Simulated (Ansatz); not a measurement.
A nudged elastic band was laid between two geometries of C$_{3}$H$_{8}$OSi (13 atoms, charge 0, multiplicity 1).

Method: RKS PBE0-D4/def2-mTZVP (Ansatz).

| Quantity | Value |
| --- | --- |
| movable images | 9 |
| climbing image | yes |
| spring | 50.0 eV/Å² |
| optimiser | quadratic models (default) |
| start path | IDPP |
| force threshold | 0.05 eV/Å |
| iteration limit | 43 |
| end points | relaxed |

Image 0:

```xyz
13
Properties=species:S:1:pos:R:3
C -1.503 1.382 0.973
C -0.572 0.595 0.116
C 0.041 -0.537 0.465
Si 1.191 -1.457 -0.668
O 1.540 -0.565 -2.024
H -1.632 0.925 1.956
H -1.136 2.405 1.113
H -2.487 1.468 0.500
H -0.398 0.999 -0.882
H -0.145 -0.934 1.465
H 2.436 -1.808 0.079
H 0.577 -2.709 -1.178
H 2.107 0.201 -1.900
```

Image 10:

```xyz
13
Properties=species:S:1:pos:R:3
C -1.562 1.300 0.990
C -0.660 0.493 0.122
C 0.253 -0.383 0.545
Si 1.342 -1.347 -0.610
O 1.198 -0.798 -2.171
H -2.612 1.082 0.768
H -1.387 1.103 2.050
H -1.423 2.371 0.811
H -0.781 0.646 -0.951
H 0.362 -0.530 1.622
H 2.756 -1.258 -0.138
H 0.953 -2.779 -0.667
H 1.581 0.065 -2.356
```

(1) What changes between the two ends?

(2) What energy profile does the band end with?

(3) What is the geometry of the highest image?

The band took 6 iterations and about 7 core-minutes.

## Answers

(1) No bond is made or broken. The dihedral H7–C1–C2–C3 goes from 121 to 1°. The two ends are copies of one structure, up to a mirror image or an exchange of like atoms.

(2) It converged. The highest image is number 5 of 0 to 10, 0.079 eV above the ends, which have the same energy within 2 meV. Another band between the same ends (9 images) ends at a top of the same energy, where a vibrational analysis finds 1 clearly imaginary mode.

| image | path coordinate (Å) | energy (eV) | dihedral H7–C1–C2–C3 (°) |
| --- | --- | --- | --- |
| 0 | 0.00 | 0.000 | 121 |
| 1 | 0.36 | 0.004 | 114 |
| 2 | 0.72 | 0.019 | 103 |
| 3 | 1.08 | 0.044 | 89 |
| 4 | 1.44 | 0.069 | 74 |
| 5 | 1.80 | 0.079 | 60 |
| 6 | 2.16 | 0.069 | 46 |
| 7 | 2.51 | 0.045 | 32 |
| 8 | 2.86 | 0.019 | 18 |
| 9 | 3.22 | 0.004 | 7 |
| 10 | 3.57 | 0.000 | 1 |

(3) 
```xyz
13
Properties=species:S:1:pos:R:3
C -1.556 1.320 0.984
C -0.647 0.515 0.105
C 0.212 -0.413 0.530
Si 1.313 -1.368 -0.619
O 1.258 -0.748 -2.159
H -2.230 0.672 1.551
H -0.986 1.905 1.711
H -2.169 2.013 0.408
H -0.709 0.713 -0.965
H 0.268 -0.612 1.602
H 2.708 -1.355 -0.086
H 0.875 -2.781 -0.757
H 1.683 0.104 -2.292
```

Time of the run: 3.6 min on 2 threads of Arm Neoverse V2, on a shared host, peak memory 0.3 GiB.
